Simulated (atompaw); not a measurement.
## How hard is this Zr (Z = 40) PAW (atompaw) potential?

* Element: zirconium
* Generator: atompaw 4.2.0.5
* Type: PAW
* Functional: PBE
* Relativity: scalar-relativistic
* Frozen core: [Ar] 3d10 4s2
* Valence charge: 10
* Reference configuration: 4p6 4d2 5s2 5p0
* Partial waves: 5s (bound): rc 3.00 bohr; 5s channel at 0.2 Ry: rc 3.00 bohr; 4p (bound): rc 1.80 bohr; 5p (bound, empty): rc 3.00 bohr; 4d (bound): rc 3.00 bohr; 4d channel at 4.45 Ry: rc 2.55 bohr
* Local potential: ultrasoft scheme with l = 3 at 1 Ry, radius 2.10 bohr
* Core correction: smooth core density matched at 2.70 bohr
* Augmentation charge: sinc compensation charge, radius 2.70 bohr; PAW radius 3.00 bohr; waves and projectors: custom rrkj vanderbiltortho

The pseudo-atom Hamiltonian at the reference potential is diagonalised in spherical Bessel functions j_l(qr) that vanish at 20 bohr, with q² up to the cutoff. All-electron valence levels (Ry): 5s -0.3263, 4p -2.3859, 5p -0.1080, 4d -0.2645.

Question: How do the lowest levels (Ry) of each channel move with the cutoff, and are there ghosts?

Answer:

```json
{"cutoff (Ry)": "8", "s #1": "-2.7601", "s #2": "-0.3263", "s #3": "0.0010", "p #1": "-1.3549", "p #2": "-0.1079", "p #3": "0.0442", "d #1": "-0.2531", "d #2": "0.0489", "f #1": "0.1010", "f #2": "0.2135", "Σ f·Δε (mRy)": "6209.0"}
{"cutoff (Ry)": "12", "s #1": "-3.9673", "s #2": "-0.3263", "s #3": "0.0009", "p #1": "-2.2032", "p #2": "-0.1080", "p #3": "0.0442", "d #1": "-0.2643", "d #2": "0.0488", "f #1": "0.1010", "f #2": "0.2135", "Σ f·Δε (mRy)": "1097.1"}
{"cutoff (Ry)": "15", "s #1": "-4.2413", "s #2": "-0.3263", "s #3": "0.0009", "p #1": "-2.3408", "p #2": "-0.1080", "p #3": "0.0442", "d #1": "-0.2643", "d #2": "0.0488", "f #1": "0.1010", "f #2": "0.2135", "Σ f·Δε (mRy)": "271.2"}
{"cutoff (Ry)": "21", "s #1": "-4.4765", "s #2": "-0.3263", "s #3": "0.0009", "p #1": "-2.3816", "p #2": "-0.1080", "p #3": "0.0442", "d #1": "-0.2645", "d #2": "0.0487", "f #1": "0.1010", "f #2": "0.2135", "Σ f·Δε (mRy)": "26.2"}
{"cutoff (Ry)": "30", "s #1": "-4.5139", "s #2": "-0.3263", "s #3": "0.0009", "p #1": "-2.3855", "p #2": "-0.1080", "p #3": "0.0442", "d #1": "-0.2645", "d #2": "0.0487", "f #1": "0.1010", "f #2": "0.2135", "Σ f·Δε (mRy)": "2.4"}
{"cutoff (Ry)": "40", "s #1": "-4.5189", "s #2": "-0.3263", "s #3": "0.0009", "p #1": "-2.3857", "p #2": "-0.1080", "p #3": "0.0442", "d #1": "-0.2645", "d #2": "0.0487", "f #1": "0.1010", "f #2": "0.2135", "Σ f·Δε (mRy)": "1.0"}
{"cutoff (Ry)": "45", "s #1": "-4.5190", "s #2": "-0.3263", "s #3": "0.0009", "p #1": "-2.3859", "p #2": "-0.1080", "p #3": "0.0442", "d #1": "-0.2645", "d #2": "0.0487", "f #1": "0.1010", "f #2": "0.2135", "Σ f·Δε (mRy)": "0.4"}
{"cutoff (Ry)": "55", "s #1": "-4.5190", "s #2": "-0.3263", "s #3": "0.0009", "p #1": "-2.3859", "p #2": "-0.1080", "p #3": "0.0442", "d #1": "-0.2645", "d #2": "0.0487", "f #1": "0.1010", "f #2": "0.2135", "Σ f·Δε (mRy)": "0.2"}
{"cutoff (Ry)": "400", "s #1": "-4.5191", "s #2": "-0.3263", "s #3": "0.0009", "p #1": "-2.3859", "p #2": "-0.1080", "p #3": "0.0442", "d #1": "-0.2645", "d #2": "0.0487", "f #1": "0.1010", "f #2": "0.2135", "Σ f·Δε (mRy)": "0.0"}
```

Result: ghost state, extra bound levels that the all-electron valence spectrum of the same l lacks: s at -61.5 eV (a true bound ghost makes a file unfit for plane-wave use); 10 mRy is reached at 25 Ry and 1 mRy at 45 Ry.
